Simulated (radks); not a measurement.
Kinetic energies: the exact non-interacting value of the Kohn-Sham orbitals and orbital-free approximations, as 100 (|E| - |E exact|)/|E exact|, negative where the magnitude is too small. Species: Hg+ [Xe] 4f14 5d10 6s1; Tc2+ [Kr] 4d5; He [He]; Bi4+ [Xe] 4f14 5d10 6s1; Si3+ [Ne] 3s1. All-electron calculation, non-relativistic Kohn-Sham, r2SCAN, spin-polarised, spherical densities, point nucleus; meta-GGA in the generalised Kohn-Sham scheme. Program: a radial shooting solver on a logarithmic mesh with Libxc functionals. Every spin shell is full or empty, so the densities are truly spherical. Functionals are evaluated on that one density, not self-consistently.

| functional | Hg+ | Tc2+ | He | Bi4+ | Si3+ |
|---|---|---|---|---|---|
| exact (hartree) | 18408.7 | 4204.23 | 2.87260 | 20092.3 | 286.874 |
| Thomas-Fermi | -4.61 | -5.52 | -10.95 | -4.55 | -7.50 |
| von Weizsacker | -64.58 | -56.26 | 0.00 | -65.01 | -36.10 |
| TF + vW | +30.80 | +38.22 | +89.05 | +30.44 | +56.39 |
| TF + vW/9 | -0.68 | -0.66 | +0.16 | -0.66 | -0.40 |
| TF + vW/5 | +2.47 | +3.23 | +9.05 | +2.45 | +5.28 |
| LC94 | +0.02 | +0.09 | -0.16 | +0.04 | +0.24 |
| APBEK | +0.05 | +0.16 | -0.23 | +0.06 | +0.36 |
| revAPBEK | +0.19 | +0.35 | +0.65 | +0.20 | +0.76 |
| Thakkar | -0.78 | -0.49 | +0.14 | -0.77 | +0.08 |
| Pearson | -0.83 | -0.94 | -4.63 | -0.81 | -1.67 |
| PG1 | +12.41 | +16.08 | +51.55 | +12.26 | +26.79 |
| DePristo-Kress | -0.19 | -0.05 | -0.02 | -0.18 | +0.15 |
